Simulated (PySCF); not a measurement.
**Correlation energy of Ne²⁺ (neon, charge +2)**

[He] 2s1 2p4 3d1, one real determinant (an excited configuration). Calculation: PySCF 2.14, in dyall-acv3z (15s9p4d2f, 76 functions); no relativity, point nucleus. Frozen: 1s2; 6 electrons correlated; the 18 highest virtual orbitals of each spin left out.

```tsv
level	correlation energy (mhartree)
CCSD	-132.18
(T)	-3.30
CCSD(T)	-135.48
```

Diagnostics: T1 = 0.0023, D1 = 0.0050, largest double amplitude 0.108.

The real determinant used has ⟨L²⟩ near 8 against 12 for a pure F term, so it mixes terms. The outer electron is Rydberg-like, and this basis confines it to a smaller radius and binds it less than a complete one would.

Cost of the coupled-cluster step: about 8 core-seconds, for 6 correlated electrons.

The reference is one real determinant that mixes LS terms of this configuration.
